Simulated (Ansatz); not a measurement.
`CC1B[SiH2]O1`. The species carries charge 0 and has multiplicity 1. The geometry is a stationary point of PBE0-D4/def2-TZVP.

```xyz
12

C    -0.915    0.557   -1.291
C    -0.635    0.138    0.143
B     0.623    0.817    0.819
Si    1.222   -1.091    0.938
O    -0.275   -1.278    0.202
H    -0.017    0.487   -1.910
H    -1.279    1.586   -1.324
H    -1.671   -0.101   -1.725
H    -1.545    0.292    0.744
H     0.835    1.968    1.032
H     2.349   -1.607    0.107
H     1.309   -1.769    2.264
```

Question: What is the dipole moment at PBE/def2-TZVPP? (Best estimate.)

Answer: The calculation gave: 1.46 D, with components (-0.13, 1.45, -0.09) D in this frame, pointing from negative to positive charge.

Question: And with r2SCAN, B3LYP, ωB97M-V? (An estimate is asked.)

Answer: Computed: r2SCAN 1.53 D, B3LYP 1.61 D, ωB97M-V 1.62 D.

Question: Give the Mulliken charges with PBE, r2SCAN, ωB97M-V in def2-TZVPP. (Estimate.)

Answer: The calculation gave: 
```
atom    PBE  r2SCAN  ωB97M-V
  C1  -0.26   -0.15    -0.31
  C2   0.18    0.24     0.13
  B3  -0.08   -0.08    -0.16
 Si4   0.28    0.40     0.29
  O5  -0.35   -0.44    -0.41
  H6   0.08    0.04     0.10
  H7   0.08    0.05     0.10
  H8   0.09    0.06     0.12
  H9   0.07    0.04     0.10
 H10   0.05    0.04     0.12
 H11  -0.07   -0.09    -0.05
 H12  -0.07   -0.09    -0.04
```

B3LYP here is the variant with VWN-RPA as its local correlation; programs differ in this.
